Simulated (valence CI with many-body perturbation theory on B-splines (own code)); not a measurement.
From CI to CI+MBPT in Er XIX

Calculated by relativistic CI+MBPT: four valence electrons over a frozen Dirac-Fock core [Kr] 4d10, a basis of 8 s, 8 p, 9 d, 9 f, 6 g, 3 h, 2 i functions for each j, with the one-electron correlation potential Σ1 (screened to all orders), the two-electron term Σ2, the three-electron term Σ3, Breit, model QED; selected single and double excitations, second order for the rest, scaled by the run's own slope (own B-spline code, finite nucleus).

No measured levels were compared; by estimate terms of the open shell hold to a few per cent of their energy, and close levels can change places. Core correlation moves these levels by up to 3400 cm⁻¹, and in measured spectra 5 to 20 % of such shifts remained as error; rates that hang on mixing are uncertain with them. Only levels of the ground parity were solved; by the run's estimate the other parity begins above the list, which can be wrong where configurations are misplaced.

Each rung adds one term. CI alone is the Dirac-Coulomb CI over the frozen core; QED comes last and gives the full result, which names the levels. Energies are above 4f4 5I_4 on the same rung, in cm⁻¹.

Names give the largest LS component (configuration and term), which can be under half, so a name can repeat, a term be missing and a line seem to break the LS rules; names also repeat where a configuration has a term twice. Letters in brackets count levels of one name in rising energy.

```
       Level  CI alone
    4f4 5I_5      5883
    4f4 5I_6     11831
    4f4 5I_7     17595
    4f4 5I_8     23142
    4f4 5F_1     28430
    4f4 5F_2     28778
    4f4 5F_3     32674
4f4 5F_4 [a]     33287
    4f4 5S_2     35381
    4f4 3K_6     37488
    4f4 5G_2     39254
    4f4 5G_3     40283
4f4 5F_4 [b]     39750
    4f4 5F_5     40002
    4f4 3K_7     41023
4f4 3K_8 [a]     45238
```

**Question.** What do these energies become with core correlation, Breit and QED?

**Answer.** 4f4 5I_5 6127 (+244); 4f4 5I_6 12138 (+306); 4f4 5I_7 17822 (+226); 4f4 5I_8 23169 (+27); 4f4 5F_1 28051 (-380); 4f4 5F_2 28112 (-666); 4f4 5F_3 32210 (-464); 4f4 5F_4 [a] 32637 (-650); 4f4 5S_2 34128 (-1254); 4f4 3K_6 36829 (-659); 4f4 5G_2 37638 (-1616); 4f4 5G_3 39279 (-1003); 4f4 5F_4 [b] 39522 (-228); 4f4 5F_5 39560 (-442); 4f4 3K_7 39967 (-1056); 4f4 3K_8 [a] 43826 (-1411).

**Question.** How does the ionisation energy move along the ladder, and which term matters most?

**Answer.** CI alone 430.01, + Σ1 433.10, + Σ2 440.25, + Σ3 440.29, + Breit 440.32, + QED 440.35 eV. The largest step is Σ2, 7.15 eV. NIST lists 450 ± 22 eV (theoretical).
